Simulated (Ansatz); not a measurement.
Basis-set extrapolation for CH6O2Si2 (`O[SiH2][SiH]1CO1`) (PBE0-D4/def2-TZVP geometry, frozen core, Ansatz). Multiplicity 1, RHF reference.

|  | def2-TZVPP | def2-QZVPP |
| --- | --- | --- |
| HF | -769.073401 | -769.100884 |
| MP2 correlation | -0.885938 | -0.954037 |
| CCSD(T) correlation | -0.962031 | not run |

Energies in hartree. Use E(X) = E(∞) + A·exp(−7.88·√X) for Hartree–Fock and E(X) = E(∞) + B·X^(−2.97) for correlation, with X = 3 and 4, and add CCSD(T) minus MP2 of the smaller set to the MP2 limit.

**Question.** What is the CCSD(T) energy at the basis-set limit?

**Answer.** HF limit: -769.100884 + (-0.027483) × 0.13774 = -769.10467. MP2 limit: -0.954037 + (-0.068099) × 0.74074 = -1.00448. Higher-order term: -0.962031 − (-0.885938) = -0.07609. Total: -770.18524 hartree, 94.0 kcal/mol below CCSD(T)/def2-TZVPP.
